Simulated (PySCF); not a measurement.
C3H2F3O, SMILES OC(C(F)(F)F)=[CH], multiplicity 2.

Coordinates come from a TPSSh-D3(BJ)/def2-SVP optimisation. The isomer is the one that the SMILES or the coordinates give; other isomers of the formula were not compared. The values are those of a single conformer.

All values below come from M06-2X/def2-TZVP in PySCF.

The molecule is in vacuum.

```yaml
total_energy: -490.20739 hartree
point_group: Cs
"α spin, highest occupied and lowest empty level": -9.41 and 0.49 eV
"β spin, highest occupied and lowest empty level": -8.90 and -2.54 eV
dipole_moment: 2.80 D
quadrupole, principal values (traceless, Buckingham form, about the centre of nuclear charge): -5.19, -0.66, 5.85 D·Å
mean_static_polarisability: 40.8 bohr³ (6.05 Å³)
polarisability_principal_values: 31.5, 39.8, 51.2 bohr³
"⟨S²⟩": 0.767 (pure state 0.75)
```
